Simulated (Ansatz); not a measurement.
Molecule: CH9N2Si2 (charge -1, singlet). It need not be the lowest isomer of its formula. Whether it binds its extra electron was not tested at this geometry. 
Geometry from a B3LYP-D3(BJ)/def2-TZVP (Ansatz, a first-principles code) optimisation:
SMILES: N[SiH2]N[SiH2][CH2-]
```xyz
14

C      2.6858     0.1496    -0.6803
Si     1.4312     0.1119     0.5496
N      0.0097    -0.8656     0.0779
Si    -1.6177    -0.3794     0.1230
N     -2.0870     1.0723    -0.7409
H      2.5153     0.5802    -1.6656
H      3.7281     0.1600    -0.3692
H      1.9875    -0.4002     1.8522
H      0.6069     1.3191     1.0235
H      0.2613    -1.6427    -0.5190
H     -2.4430    -1.4756    -0.4680
H     -2.1041    -0.1164     1.5039
H     -1.6872     1.9086    -0.3308
H     -1.8272     1.0686    -1.7205
```
Charge -1, spin multiplicity 1.

Basis-set convergence of Hartree-Fock and CCSD(T) correlation energies (hartree) with Ansatz. Cores are frozen in the correlated levels unless marked. Spin-orbit coupling is left out. Non-relativistic. This anion needs diffuse functions, which these sets lack.

| basis | functions | E(HF) | E(corr, CCSD(T)) |
|---|---|---|---|
| cc-pV(D+d)Z | 133 | -729.91293 | -0.78835 |
| cc-pV(T+d)Z | 294 | -730.00460 | -0.96588 |
| cc-pV(Q+d)Z | 563 | (withheld) | (withheld) |

### Question
Some entries are withheld; supply them.

### Answer

- cc-pV(Q+d)Z, E(HF): -730.02711
- cc-pV(Q+d)Z, E(corr, CCSD(T)): -1.02228
